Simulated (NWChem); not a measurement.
System: CrN2H3SCl; SMILES [NH]=[Cr]([NH2])([Cl])=[S]

```xyz
8

Cr     0.3275    -0.0586    -0.0518
N      1.2352    -0.0058    -1.3407
H      1.3700    -0.3985    -2.2775
S     -0.9448    -1.5572    -0.1667
Cl    -0.7513     1.8042     0.1109
N      1.4074    -0.2786     1.3186
H      2.4175    -0.1937     1.2584
H      1.0862    -0.6649     2.2030
```
Atoms are numbered in this order, from 1.

All runs use the structure optimised with PBE0/def2-SVP. Not confirmed as a minimum by frequencies.

Task: Give the principal values of the shielding tensors (ppm) of Cr1, N2, S4, Cl5, N6 from LDA (Slater exchange, VWN5)/pcSseg-1, GIAO (NWChem), with their diamagnetic and paramagnetic parts as GIAO splits them.

Result: 
```csv
atom,σ11,σ22,σ33,isotropic,diamagnetic,paramagnetic
Cr1,-3871.3,-3295.0,-2032.2,-3066.2,1818.1,-4884.3
N2,-690.5,-189.4,-119.7,-333.2,326.6,-659.8
S4,-2253.6,-925.7,51.9,-1042.5,1058.0,-2100.5
Cl5,175.9,611.5,732.7,506.7,1147.1,-640.4
N6,-343.2,111.3,235.7,1.3,321.8,-320.5
```
